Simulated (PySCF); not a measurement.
# Correlation energy of Se⁺ (selenium, charge +1)

[Ar] 3d10 4s2 4p2 5s1, high-spin 4P determinant (an excited configuration). Calculation: PySCF 2.14, in aug-cc-pwCVTZ-PP with ECP10MDF (8s7p6d4f1g, 96 functions); scalar relativity through the core potential. Frozen: 3s2 3p6 3d10; 5 electrons correlated.

```tsv
level	correlation energy (mhartree)
CCSD	-87.93
(T)	-2.69
CCSD(T)	-90.62
```

Diagnostics: T1 = 0.015, D1 = 0.0449, largest double amplitude 0.087.

The outer electron is Rydberg-like, and this basis confines it to a smaller radius and binds it less than a complete one would.

Cost of the coupled-cluster step: roughly 21 core-seconds, for 5 correlated electrons.
